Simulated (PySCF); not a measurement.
**Correlation energy of B (boron, neutral)**

[He] 2s2 2p1, 2P determinant. All numbers are calculated (PySCF 2.14, the spin-free X2C one-electron Hamiltonian (Gaussian nucleus), in x2c-QZVPPall with one added diffuse shell each of s, p, d, f type (8s5p4d3f1g, 73 functions)). Frozen: nothing; 5 electrons correlated.

| level | correlation energy (mhartree) |
| --- | --- |
| CCSD | -85.75 |
| (T) | -1.73 |
| CCSD(T) | -87.48 |

Diagnostics: T1 = 0.012, D1 = 0.0279, largest double amplitude 0.063.

Cost of the coupled-cluster step: of the order of 12 core-seconds, for 5 correlated electrons.

This basis was not built for core-valence correlation, so the inner-shell part is incomplete.
